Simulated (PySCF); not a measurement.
SnB at PBE0

Computed with PBE0; Sn x2c-SVPall, B x2c-SVPall; spin-free X2C with a Gaussian nucleus (PySCF 2.14).

For SnB, the state is doublet, unpaired electrons σ ↑, a mixture of terms (⟨Lz²⟩ = 2.0), a second solution, started from another occupation. The bond length is 2.210 Å, the harmonic wavenumber is 540 cm⁻¹ and the force constant is 1.73 mdyn/Å. The rotational constant Be is 0.3423 cm⁻¹. The anharmonicity ωexe is 4.36 cm⁻¹, the vibration–rotation constant αe is 0.00310 cm⁻¹ and the energy of the minimum from ground-state Sn + B is -1.86 eV. The bond order (Mayer) is 1.73 and the dipole moment (positive dipole means Sn(−)B(+)) is -1.28 D.

These are scalar-relativistic numbers at best; spin–orbit coupling would shift them, the dissociation energy most.
